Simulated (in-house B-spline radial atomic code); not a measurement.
Co is squeezed into an impenetrable sphere of radius R (the orbitals vanish at R). No spin polarisation. Caution: exact exchange at fractional occupations of open shells leaves self-interaction of up to several eV. Method: non-relativistic B3LYP, spherical fractional occupations, point nucleus. Calculated with a radial B-spline atomic code at the basis-set limit.

Energies in eV above the free atom in [Ar] 3d7 4s2:

```
R (bohr)  highest level (eV)  [Ar] 3d7 4s2  [Ne] 3s2 3p5 3d8 4s2  [Ne] 3s2 3p5 3d7 4s2 4f1  -dE/dV in [Ar] 3d7 4s2 (GPa)
    9.63               -6.02       0.01056                 59.13                     79.33                        0.0119
    6.74               -5.58        0.3303                 59.44                     84.34                         0.733
     4.9               -3.43           2.9                 61.95                     94.67                          12.6
    4.34                -1.5         5.785                 64.78                     101.9                          33.3
    3.83                1.71         11.18                  70.1                     112.9                          87.1
     3.3                8.09         23.27                 82.13                     133.6                           265
     2.4                41.2         98.45                 158.1                     236.6                          2680
    2.33                46.6           112                 171.8                     253.6                          3310
    1.87                 110           286                 348.6                     459.6                         15900
    1.53                 224         653.7                 720.5                     868.5                         63600
```

**Question.** Does [Ne] 3s2 3p5 3d8 4s2 fall below [Ar] 3d7 4s2 under compression?

**Answer.** No, it stays above over the whole range.

**Question.** Does [Ne] 3s2 3p5 3d7 4s2 4f1 fall below [Ar] 3d7 4s2 under compression?

**Answer.** No, it stays above over the whole range.

The highest level is first positive in the row R = 3.83 bohr, pushed up by confinement above the zero of the free ion's potential. Each configuration is held fixed and needn't be the lowest in the sphere.
